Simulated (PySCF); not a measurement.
# Dy(2+) (dysprosium, charge +2) across methods

[Xe] 4f9 6s1, 6s spin antiparallel (an excited configuration). Computed with PySCF 2.14 in cc-pVDZ-X2C (8s7p5d3f1g, 84 functions), with the spin-free X2C one-electron Hamiltonian (Gaussian nucleus).

```csv
method,E (hartree),mean ε 4f α (eV),mean ε 4f β (eV),mean ε 6s β (eV),Σ⟨r²⟩ (bohr²),⟨S²⟩
PBE0,-12155.68,-31.268,-27.168,-17.271,48.62,7.004
LDA,-12147.23,-28.095,-24.235,-16.992,48.51,7.003
UHF,-12151.69076,-40.669,-34.661,-18.540,48.96,7.007
PBE,-12155.79,-27.811,-24.266,-16.707,48.60,7.004
```

⟨L²⟩ = 24.01 against 30 for a pure H term, so this real determinant mixes terms. Spin-orbit coupling, absent here, splits the open shell strongly. With the s spin flipped the determinant is a mixture of two multiplicities, not a spectroscopic state.
